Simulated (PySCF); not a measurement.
Al(OH)3 cation (AlH3O3), SMILES [OH][Al]([OH])[OH] (connectivity only; charge and spin as stated), charge +1, multiplicity 2. Atoms are numbered in the order given.

```xyz
7

Al     0.0000     0.0000     0.0000
O     -1.6678     0.0000     0.0000
H     -2.6304     0.0000     0.0000
O      0.8339     1.4443     0.0000
H      1.3152     2.2780     0.0000
O      0.8339    -1.4443     0.0000
H      1.3152    -2.2780     0.0000
```
Charge +1, spin multiplicity 2.

Coordinates come from a r2SCAN-D4/def2-SVP optimisation. The multiplicity is an assumed one; other spin states were not compared. The isomer is the one that the SMILES or the coordinates give; other isomers of the formula were not compared. The values are those of a single conformer.

Level of theory: B3LYP/pcH-1 (PySCF).

Unrestricted Kohn–Sham, ⟨S²⟩ = 0.758. Hyperfine tensors hold the contact and dipolar terms, without spin-orbit corrections.

Computed hyperfine couplings:
| nucleus | A(iso) (MHz) | A(iso) (G) | dipolar principal values (MHz) |
|---|---|---|---|
| 27Al no. 1 | -52.8 | -18.8 | -1.1, 0.6, 0.6 |
| 17O no. 2 | -30.4 | -10.8 | -112.4, 55.9, 56.5 |
| 1H no. 3 | -25.4 | -9.1 | -26.9, -9.0, 35.9 |
| 17O no. 4 | -30.4 | -10.8 | -112.4, 55.9, 56.5 |
| 1H no. 5 | -25.4 | -9.1 | -26.9, -9.0, 35.9 |
| 17O no. 6 | -30.4 | -10.8 | -112.4, 55.9, 56.5 |
| 1H no. 7 | -25.4 | -9.1 | -26.9, -9.0, 35.9 |

Q: And the g tensor (effective nuclear charges for spin-orbit coupling, GIAO)? (Estimate from the structure and the level; the computed values follow.)

A: principal values 2.0078, 2.0296, 2.0296; isotropic 2.0223.
